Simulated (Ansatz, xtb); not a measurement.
# CaHNaSSn: which of two structures lies lower

Structure I: a triplet given by its coordinates. Structure II: a singlet given by its coordinates. Both are isolated molecules in the gas phase, relaxed with PBE-D3(BJ)/def2-SVP.

I (Å):

```
atom    x (Å)    y (Å)    z (Å)
  Ca  -0.6819  -0.2727  -2.0321
  Na   1.5948   1.6341  -0.9382
   S  -0.5679   0.6385   0.3583
  Sn  -1.7360   2.5140  -1.0007
   H   1.3093   0.1555  -2.5337
```

Close contacts (Å): Ca1–Na2 3.16, Ca1–S3 2.56, Ca1–Sn4 3.15, Na2–S3 2.71, Na2–Sn4 3.45, S3–Sn4 2.59, Ca1–H5 2.10, Na2–H5 2.19.

II (Å):

```csv
atom,x (Å),y (Å),z (Å)
Ca,0.0806,-1.3602,0.8522
Na,-0.8121,2.7927,-1.9272
S,-0.9140,0.9122,-0.0543
Sn,0.9038,0.3293,-1.7273
H,-0.0110,-2.7917,2.3045
```

Close contacts (Å): Ca1–S3 2.64, Ca1–Sn4 3.19, Na2–S3 2.66, Na2–Sn4 3.01, S3–Sn4 2.54, Ca1–H5 2.04.

Problem. Which of the two would you expect CCSD(T)/def2-TZVP electronic energies to favour?

Solution. Too close to call at this level: CCSD(T)/def2-TZVP gives E(II) − E(I) = +0.96 kcal/mol.

Level by level:

```
              level             geometry  E(II) − E(I) (kcal/mol)  departure from the last row (kcal/mol)  job, with rough time for the two
PBE-D3(BJ)/def2-SVP  PBE-D3(BJ)/def2-SVP                     +4.79                                   +3.83             optimisation, 1.7 min
       HF/def2-TZVP  PBE-D3(BJ)/def2-SVP                     +8.87                                   +7.91           part of the CCSD(T) run
      MP2/def2-TZVP  PBE-D3(BJ)/def2-SVP                     +1.69                                   +0.73           part of the CCSD(T) run
  CCSD(T)/def2-TZVP  PBE-D3(BJ)/def2-SVP                     +0.96                                                     single point, 6.2 min
```

The largest departure from CCSD(T)/def2-TZVP is that of HF/def2-TZVP, 7.91 kcal/mol. Levels run at GFN2-xTB geometries aren't shown. The triplet state of I needn't be its ground state.

With harmonic frequencies from PBE-D3(BJ)/def2-SVP (ideal gas, rigid rotor, one conformer each, 298.15 K, 1 atm): on the last row, ΔE + ΔZPE = +0.13, ΔH = +0.64, ΔG = −0.02 kcal/mol.

Open shells are spin-unrestricted. The correlated steps freeze 15 core orbitals; the filled d shell of Sn is correlated; the last core shell of Ca and Na is correlated, in a basis made for valence electrons. Atoms past krypton carry core potentials in the def2 sets and no spin–orbit term is included. ΔG holds the spin degeneracy. Mirror images aren't counted in ΔG. Codes used: Ansatz 0.2.0; the last row on 2 threads of Intel(R) Xeon(R) Processor @ 2.70GHz on a shared host.
